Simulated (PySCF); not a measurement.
# Peak assignment

Atom-mapped SMILES (the numbers label the heavy atoms): `[F:1][C@H:2]1[CH2:3][S:4][c:5]2[cH:6][cH:7][cH:8][cH:9][c:10]21`; H(Xn) means a hydrogen on atom n. Ha(C3) is cis to F1 on the ring; Hb(C3) is trans to F1 on the ring.

One conformer, no solvent model, relativity neglected. Geometry: PBE0-D3(BJ)/def2-SVP; GIAO PBE0/pcSseg-1 shieldings; PySCF 2.14.

References, each an isolated molecule treated in the same way: ¹³C and ¹H against TMS.

Problem. Assign these signals to the numbered atoms. ¹³C{¹H} NMR (computed): δ 147.0 (C), 141.7 (C), 135.1 (CH), 130.0 (CH), 129.7 (CH), 128.3 (CH), 99.2 (CH), 43.0 (CH2).

Solution. 
147.0 → C5, aromatic carbon bearing sulfur
141.7 → C10, substituted aromatic carbon
135.1 → C7, aromatic CH: the aromatic region
130.0 → C9, aromatic CH
129.7 → C8, aromatic CH
128.3 → C6, aromatic CH
99.2 → C2, sp3 CH bonded to F, on an aromatic ring: pulled downfield by the heteroatom
43.0 → C3, sp3 CH2 bonded to S

C9 and C8; C8 and C6 lie closer than the usual error of such a calculation, so a measured spectrum could show them in the other order.

Problem. Assign these signals to the numbered atoms. ¹H NMR (400 MHz, computed): δ 7.51 (m, 1H), 7.35 (m, 1H), 7.27 (m, 1H), 7.22 (m, 1H), 6.05 (m, 1H), 3.42 (m, 1H), 3.12 (m, 1H).

Solution. 
7.51 → H(C9), hydrogen on an aromatic CH: aromatic region
7.35 → H(C7), hydrogen on an aromatic CH
7.27 → H(C6), hydrogen on an aromatic CH
7.22 → H(C8), hydrogen on an aromatic CH
6.05 → H(C2), hydrogen on an sp3 CH bonded to F, on an aromatic ring: its carbon carries F, hence the downfield position
3.42 → Ha(C3), hydrogen on an sp3 CH2 bonded to S
3.12 → Hb(C3), hydrogen on an sp3 CH2 bonded to S

H(C7) and H(C6); H(C6) and H(C8) lie closer than the usual error of such a calculation, so a measured spectrum could show them in the other order.

Splittings by ¹⁹F in the carbon and heteronuclear signals aren't shown, as no couplings were computed. Shifts are as computed. Against solution values, carbons near 30 ppm lie about +2 ppm off and those near 130 ppm about +5 ppm; carbons on S a further +3 ppm. Of 1211 compounds with measured shifts, 218 miss one by over three times the rms of a fit or turn the order of signals round; such compounds aren't used in these exercises. Multiplicities follow the n + 1 count of equivalent neighbours, as no J values were calculated; m marks all less simple cases, F and P coupling included.
